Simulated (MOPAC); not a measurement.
A run for MOPAC: AM1 on PN, a point of a bond scan (R = 2.965 Å).

```
AM1 1SCF PRECISE CHARGE=0 THREADS=1
NP

P     -0.00000000 1    -0.00000000 1    -0.47178081 1
N      0.00000000 1     0.00000000 1     2.49369859 1
```

Output:

```
*******************************************************************************
 **                                                                           **
 **                              MOPAC v23.2.5                                **
 **                                                                           **
 *******************************************************************************
 ** MOPAC's Digital Object Identifier: https://doi.org/10.5281/zenodo.6511958 **
 **                                                                           **
 ** Please cite the open-source release paper for use of this MOPAC version:  **
 ** J. E. Moussa and J. J. P. Stewart (2026)                                  **
 ** MOPAC: An open-source semiempirical molecular orbital program             **
 ** J. Open Source Softw., 11(119), 8025, https://doi.org/10.21105/joss.08025 **
 *******************************************************************************

                              AM1 CALCULATION RESULTS

 *******************************************************************************
 *  AM1        - The AM1 Hamiltonian to be used
 *
 *
 *
 *                 CHARGE ON SYSTEM = 0
 *
 *
 *
 *  PRECISE    - TIGHTER CRITERIA TO BE USED
 *  1SCF       - DO 1 SCF AND THEN STOP
 *  THREADS=1  - MULTI-THREADING NOT USED
 *  T=         - A TIME OF 172800.0 SECONDS REQUESTED
 *  DUMP=N     - RESTART FILE WRITTEN EVERY 7200.0 SECONDS REQUESTED
 *******************************************************************************
AM1 1SCF PRECISE CHARGE=0 THREADS=1
 NP

   ATOM   CHEMICAL          X               Y               Z
  NUMBER   SYMBOL      (ANGSTROMS)     (ANGSTROMS)     (ANGSTROMS)

     1       P         -0.00000000  *  -0.00000000  *  -0.47178081  *
     2       N          0.00000000  *   0.00000000  *   2.49369859  *



          CARTESIAN COORDINATES

    NO.       ATOM           X           Y           Z

     1         P         -0.0000     -0.0000     -0.4718
     2         N          0.0000      0.0000      2.4937

  N: (AM1): M.J.S. DEWAR ET AL, J. AM. CHEM. SOC. 107 3902-3909 (1985)
  P: (AM1): M.J.S.DEWAR, JIE, C, THEOCHEM, 187, 1 (1989)

           Empirical Formula: N P  =     2 atoms



      MOLECULAR POINT GROUP   :   C*v


      RHF CALCULATION, NO. OF DOUBLY OCCUPIED LEVELS = 5


 -------------------------------------------------------------------------------
 AM1 1SCF PRECISE CHARGE=0 THREADS=1
 NP



     1SCF WAS SPECIFIED, SO BFGS WAS NOT USED
     SCF FIELD WAS ACHIEVED


                              AM1 CALCULATION
                                                       MOPAC v23.2.5 Linux




          FINAL HEAT OF FORMATION =        348.06169 KCAL/MOL =    1456.29012 KJ/MOL


          COSMO AREA              =         83.89 SQUARE ANGSTROMS
          COSMO VOLUME            =         63.86 CUBIC ANGSTROMS

          IONIZATION POTENTIAL    =          8.340753 EV
          HOMO LUMO ENERGIES (EV) =         -8.341 -3.805
          NO. OF FILLED LEVELS    =          5
          MOLECULAR WEIGHT        =         44.9805         POINT GROUP:  C*v

          MOLECULAR DIMENSIONS (Angstroms)

            Atom       Atom       Distance
            N     2    P     1     2.96548
            N     2    P     1     0.00000
            P     1    N     2     0.00000


          SCF CALCULATIONS        =          1





   ATOM   CHEMICAL          X               Y               Z
  NUMBER   SYMBOL      (ANGSTROMS)     (ANGSTROMS)     (ANGSTROMS)

     1       P         -0.00000000  *  -0.00000000  *  -0.47178081  *
     2       N          0.00000000  *   0.00000000  *   2.49369859  *

                             CARTESIAN COORDINATES

   1    P       -0.000000000    -0.000000000    -0.471780810
   2    N        0.000000000     0.000000000     2.493698590


           Empirical Formula: N P  =     2 atoms



      MOLECULAR POINT GROUP   :   C*v


                  EIGENVALUES
 -25.44668 -16.04768 -11.23059  -9.23423  -8.34075  -3.80508  -2.68649  -1.73237


              NET ATOMIC CHARGES AND DIPOLE CONTRIBUTIONS

  ATOM NO.   TYPE          CHARGE      No. of ELECS.   s-Pop       p-Pop
    1          P          -0.096019        5.0960     1.99747     3.09855
    2          N           0.096019        4.9040     1.99980     2.90418
 DIPOLE           X         Y         Z       TOTAL
 POINT-CHG.     0.000     0.000     1.368     1.368
 HYBRID        -0.000     0.000     0.003     0.003
 SUM           -0.000     0.000     1.371     1.371


          ATOMIC ORBITAL ELECTRON POPULATIONS

     Atom    s        px        py        pz
    1  P   1.99747   0.58086   0.58086   1.93682
    2  N   1.99980   1.41914   1.41914   0.06591

 **********************
 *                    *
 * JOB ENDED NORMALLY *
 *                    *
 **********************




 == MOPAC DONE ==
```

The run finished.

Cost: about 0.04 core-seconds (a rough figure).
